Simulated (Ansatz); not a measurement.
System: CH$_{6}$BN, charge 0, singlet. CH6BN (SMILES CNB).
B3LYP-D3(BJ)/def2-TZVP minimum from Ansatz (a program for electronic structure):
```xyz
9

B     -0.1815     0.1664     1.3592
H     -1.0536     0.5255     2.0899
H      0.8879    -0.1748     1.7668
N     -0.4187     0.1453    -0.0052
C      0.5083    -0.2567    -1.0503
H     -1.3215     0.4331    -0.3528
H      0.7023     0.5626    -1.7477
H      0.1218    -1.1054    -1.6210
H      1.4515    -0.5502    -0.5932
```

Total energies in cc-pVDZ, 18 correlated electrons, 3 frozen orbitals. Open shells are spin-unrestricted; no spin-orbit coupling. Cores are frozen in correlated methods. No relativity.

```tsv
method	program	energy (Eh)	minus CCSDT(Q) (mEh)
HF	Ansatz	-120.52710	462.15
MP2	Ansatz	-120.93356	55.68
CCSD	Ansatz	-120.97542	13.82
CCSD(T)	Ansatz	-120.98767	1.58
CCSDT(Q)	Ansatz	-120.98925	0.00
```

Rough core times of Ansatz's runs on a shared machine: CCSD(T) under 20 s, CCSDT(Q) 7 min.
